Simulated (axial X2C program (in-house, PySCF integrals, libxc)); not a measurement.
**What spin–orbit coupling does to AlAu**

Computed with an axial X2C code built on PySCF integrals. Spin-free means the one-electron spin-free X2C Hamiltonian; two-component (2c) means X2C with spin–orbit coupling and atomic mean-field two-electron Coulomb and Gaunt terms, so the difference of the two also holds small scalar two-electron terms. Basis: Au dyall-cv3z [13s14p9d6f4g], Al dyall-v3z [8s8p2d1f] (cores contracted in-house); Gaussian nuclei, density fitting, unrestricted open shells. Masses: Au 196.967 u, Al 26.982 u.

Spin-free state: M_S = 0, Λ = 0 (closed shell); fragments Au + Al.

```csv
level,Re (Å),ωe (cm⁻¹),De (eV),μ (D)
PBE0,2.366,322.0,3.246,1.18
HF,2.456,272.2,1.541,0.19
MP2,2.327,350.3,3.648,n/a
CCSD,2.377,319.3,3.246,n/a
CCSD(T),2.369,326.4,n/a,n/a
TPSSh,2.362,327.5,3.359,1.06
```

Correlated methods: 14 electrons correlated (number of frozen shells: Au 5 s, 4 p, 2 d, 1 f; Al 2 s, 1 p), 260 virtual spin orbitals or spinors in MP2, 88 natural virtuals in coupled cluster.

Dipoles are positive if Al is the positive end.

Two-component determinant lowest at the distance of the search:

Ω = 0 (closed shell); fragments Au + Al.

| level | Re (Å) | ωe (cm⁻¹) | De (eV) | μ (D) |
| --- | --- | --- | --- | --- |
| PBE0 | 2.365 | 322.5 | 3.277 | 1.17 |
| HF | 2.454 | 274.1 | 1.574 | 0.18 |
| MP2 | 2.327 | 350.6 | 3.679 | n/a |
| CCSD | 2.376 | 319.7 | 3.277 | n/a |
| CCSD(T) | 2.368 | 326.8 | n/a | n/a |
| TPSSh | 2.363 | 327.6 | 3.390 | 1.05 |

Task: From the two tables, how do the constants change at the CCSD(T) level (2c against spin-free)?

Result: At the CCSD(T) level Re is unchanged within 0.001 Å and ωe goes up by 0.4 cm⁻¹.

Occupations by symmetry block were frozen at the best pattern of an incomplete PBE0 search. Closed shells are restricted here (equal orbitals for both partners); the stretched side of such a curve lies too high. Dissociation energies refer to the lowest single-determinant-based atoms at the same level and basis. De is not given where an atomic determinant may have missed its ground term or J level, or where the truncated virtual space spoils (T). CCSD and (T) use frozen natural virtuals with an MP2 correction for the truncation; (T) itself is uncorrected, so its De runs slightly low. In 2c an atomic determinant is not the ground J level, so De misses part of the atomic spin–orbit lowering. This holds for PBE0, MP2, CCSD, TPSSh. Without a current term, density functionals place determinants with orbital angular momentum somewhat too high. The T1 diagnostic is large, a sign of multireference character.
